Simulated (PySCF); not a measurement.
Hexafluorobutadiene, SMILES C(F)(=C(F)C(=C(F)F)F)F, CAM-B3LYP/def2-SVP optimised geometry.

```
10

F      1.61    -1.99    -0.01
C      0.31    -1.84    -0.01
F     -0.33    -2.97     0.00
C     -0.32    -0.66     0.00
F     -1.65    -0.66     0.01
C      0.32     0.66     0.00
F      1.65     0.66     0.00
C     -0.31     1.84     0.00
F     -1.61     1.99     0.00
F      0.33     2.97     0.00
```

Density from PySCF with CAM-B3LYP/def2-TZVP at that geometry.

Minimum of the electron density along straight lines between bonded atoms, close to the bond critical point (lines longer than 1.1 times the sum of covalent radii, or with two minima, are not listed):

| bond | length / Å | ρ at the minimum / e bohr⁻³ | ∇²ρ there / e bohr⁻⁵ | position (fraction from the first atom) |
|---|---|---|---|---|
| F1–C2 | 1.305 | 0.299 | -0.11 | 0.67 |
| C2–F3 | 1.307 | 0.298 | -0.11 | 0.33 |
| C2–C4 | 1.336 | 0.355 | -1.09 | 0.52 |
| C4–F5 | 1.334 | 0.275 | -0.08 | 0.33 |
| C4–C6 | 1.458 | 0.288 | ? | 0.50 |
| C6–F7 | 1.334 | 0.275 | -0.08 | 0.33 |
| C6–C8 | 1.336 | 0.355 | -1.09 | 0.48 |
| C8–F9 | 1.305 | 0.299 | -0.11 | 0.33 |
| C8–F10 | 1.307 | 0.298 | -0.11 | 0.33 |

**Question.** Complete the blanks.

**Answer.** 
- C4–C6, ∇²ρ there / e bohr⁻⁵: -0.83
